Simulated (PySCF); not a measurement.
## Ti (titanium, neutral): r2SCAN0 calculation

Configuration: [Ar] 3d1 4s2 5s1, high-spin 3D determinant (an excited configuration). Calculation: PySCF 2.14, in aug-cc-pVDZ-DK; the spin-free X2C one-electron Hamiltonian (Gaussian nucleus).

```json
{
  "Total energy": "-853.345 hartree",
  "One-electron energy": "-1160.112 hartree",
  "Hartree (Coulomb) energy": "348.599 hartree",
  "Exchange-correlation energy": "-41.832 hartree",
  "⟨S²⟩": "2.0036",
  "⟨L²⟩": "6.014",
  "Sum of ⟨r⟩": "26.96 bohr",
  "Sum of ⟨r²⟩": "115.3 bohr²",
  "Traceless quadrupole moment −½Σ⟨3z² − r²⟩ along its main axis": "-0.682 e·bohr²",
  "Langevin diamagnetic susceptibility": "-91.3 ×10⁻⁶ cm³/mol",
  "Time after the integrals": "of the order of 5 core-seconds"
}
```

```tsv
shell	electrons	mean orbital energy (hartree)	spread (hartree)	rms radius, mean of both spins (bohr)
1s α	1	-181.21536	0	0.0804
1s β	1	-181.21468	0	0.0804
2s α	1	-20.88874	0	0.351
2s β	1	-20.87162	0	0.351
2p α	3	-17.31044	0.00972	0.321
2p β	3	-17.29583	0.02566	0.321
3s α	1	-2.91772	0	1.07
3s β	1	-2.87137	0	1.07
3p α	3	-1.94441	0.00024	1.17
3p β	3	-1.89247	0.06038	1.17
3d α	1	-0.59301	0	1.47
4s α	1	-0.34517	0	3.29
4s β	1	-0.33432	0	3.29
5s α	1	-0.06692	0	8.95
```

The outer electron is Rydberg-like, and this basis confines it to a smaller radius and binds it less than a complete one would.

Densities and radii are taken from the X2C orbitals without a picture-change correction, which distorts them close to the nucleus.
